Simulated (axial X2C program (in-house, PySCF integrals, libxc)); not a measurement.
## Spin–orbit effects down a group: molecules with I, CCSD

Calculated with an in-house relativistic program for diatomic molecules, spin-free (one-electron X2C) or two-component (2c: spin–orbit coupling with atomic mean-field Coulomb and Gaunt terms, which also bring small scalar terms), in Dyall basis sets with cores contracted in-house; open shells are unrestricted.

Basis sets: Br dyall-cv3z, Cl dyall-av3z, F dyall-av3z, I dyall-cv3z. Frozen shells (counts by l): IF I 4s3p2d, F 1s, 14 electrons correlated; ICl I 4s3p2d, Cl 2s1p, 14 electrons correlated; IBr I 4s3p2d, Br 3s2p1d, 14 electrons correlated. Coupled cluster in natural virtuals with an MP2 remainder. Where the outer core of a metal is frozen, bonds come out longer and ionisation energies lower.

```
molecule  spin-free state  Re (Å)  ωe (cm⁻¹)  De (eV)  2c state  Re 2c (Å)  ωe 2c (cm⁻¹)  De 2c (eV)
      IF   M_S = 0, Λ = 0   1.906      636.6     2.79     Ω = 0      1.913         621.9        2.56
     ICl   M_S = 0, Λ = 0   2.336      392.4     2.12     Ω = 0      2.345         382.6        1.85
     IBr   M_S = 0, Λ = 0   2.483      273.7     1.85     Ω = 0      2.494         266.7        1.46
```

Each entry is the lowest single determinant of a limited PBE0 search at one distance. De goes to single-determinant-based atoms at the same level (for ions the charge split of lowest energy) and is withheld (n/a) where an atom does not fit its ground term or J level. Main or longest-lived isotopes.
